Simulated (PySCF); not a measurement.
Exercise with solution: chemical shift, span and skew from a shielding tensor

C2H8AlNS, SMILES C[N](C)[AlH][SH]. Atoms are numbered in the order given.

```xyz
13

Al    -0.8558    -0.3508     0.0000
H     -2.4341    -0.3646     0.0000
N      0.0498     1.1763     0.0000
C      1.4977     1.2567     0.0000
C     -0.5915     2.4766     0.0000
H      1.8778     1.7926     0.8920
H      1.8778     1.7926    -0.8920
H      1.9478     0.2510     0.0000
H     -0.3123     3.0724    -0.8915
H     -0.3123     3.0724     0.8915
H     -1.6889     2.3725     0.0000
S      0.3216    -2.1918     0.0000
H     -0.7608    -2.9946     0.0000
```

Geometry: ωB97X-D3(BJ)/def2-SVP. The structure was generated by enumeration; whether it is a known compound was not checked. One conformer was computed; it need not be the lowest.

GIAO shieldings from PBE/pcSseg-1 (PySCF), non-relativistic, no solvent. The symmetric part of the tensor of C4 has the principal values 109.9, 125.3, 176.1 ppm. The same nucleus in TMS has σ = 182.0 ppm at this level (PySCF, at its B3LYP-D3(BJ)/def2-TZVP geometry).

### Question
Work out the isotropic shielding, the ¹³C shift against TMS, the span and the skew.

### Answer

σ(iso) = (σ11 + σ22 + σ33)/3 = 137.1 ppm. δ = σ(ref) − σ(iso) = 182.0 − (137.1) = 44.9 ppm.
Span Ω = σ33 − σ11 = 66.2 ppm. Skew κ = 3(σ(iso) − σ22)/Ω = 0.53. Tumbling in solution averages the tensor to δ; in a static solid the shielding alone would spread this spin-1/2 line over Ω.
